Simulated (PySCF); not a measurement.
CH10N2Si3, SMILES N1[Si@@]([SiH2]C1)(N)[SiH3]. Atoms are numbered in the order given.

```xyz
16

N      0.3834     1.5860     1.5582
Si     0.1702     0.3335     0.3929
Si     2.3186    -0.5459     0.0026
N     -1.0679    -0.8192     0.8223
C     -1.9758    -1.0508    -0.2996
Si    -1.3094     0.3555    -1.4376
H      1.2861     2.0098     1.7330
H     -0.3828     2.1886     1.8373
H      2.2401    -1.5859    -1.0713
H      2.8913    -1.1904     1.2294
H      3.2836     0.5107    -0.4471
H     -1.1227    -1.4348     1.6281
H     -3.0410    -0.9349    -0.0256
H     -1.8626    -2.0459    -0.7706
H     -2.2661     1.4988    -1.5837
H     -0.8910    -0.0837    -2.8060
```
Charge 0, spin multiplicity 1.

Geometry: PBE0-D3(BJ)/def2-SVP. The structure was generated by enumeration; whether it is a known compound was not checked. One conformer was computed; it need not be the lowest.

Two levels are set side by side: PBE/pcSseg-1 (PySCF) and PBE0/pcSseg-1 (PySCF). GIAO shifts against NH3 (¹⁵N), TMS (²⁹Si), TMS (¹H), TMS (¹³C) at the same level; non-relativistic, no solvent, atoms listed together averaged. Differences are taken from unrounded values.

```json
[
 {"quantity": "δ(¹⁵N) of N1 (ppm)", "PBE0": "45.4", "PBE": "53.4", "PBE minus PBE0": "8.0"},
 {"quantity": "δ(²⁹Si) of Si2 (ppm)", "PBE0": "-2.3", "PBE": "-5.8", "PBE minus PBE0": "-3.5"},
 {"quantity": "δ(²⁹Si) of Si3 (ppm)", "PBE0": "-113.0", "PBE": "-120.4", "PBE minus PBE0": "-7.4"},
 {"quantity": "δ(¹⁵N) of N4 (ppm)", "PBE0": "63.0", "PBE": "75.3", "PBE minus PBE0": "12.3"},
 {"quantity": "δ(¹³C) of C5 (ppm)", "PBE0": "31.8", "PBE": "34.1", "PBE minus PBE0": "2.3"},
 {"quantity": "δ(²⁹Si) of Si6 (ppm)", "PBE0": "-35.0", "PBE": "-38.0", "PBE minus PBE0": "-2.9"},
 {"quantity": "δ(¹H) of H12 (ppm)", "PBE0": "1.17", "PBE": "1.36", "PBE minus PBE0": "0.19"},
 {"quantity": "δ(¹H) of H13, H14 (ppm)", "PBE0": "3.22", "PBE": "3.41", "PBE minus PBE0": "0.19"},
 {"quantity": "δ(¹H) of H15, H16 (ppm)", "PBE0": "4.71", "PBE": "4.82", "PBE minus PBE0": "0.11"}
]
```

Rough cost on one machine, each run with all the roots and properties that it gave: PBE0 against PBE within a factor of 2.
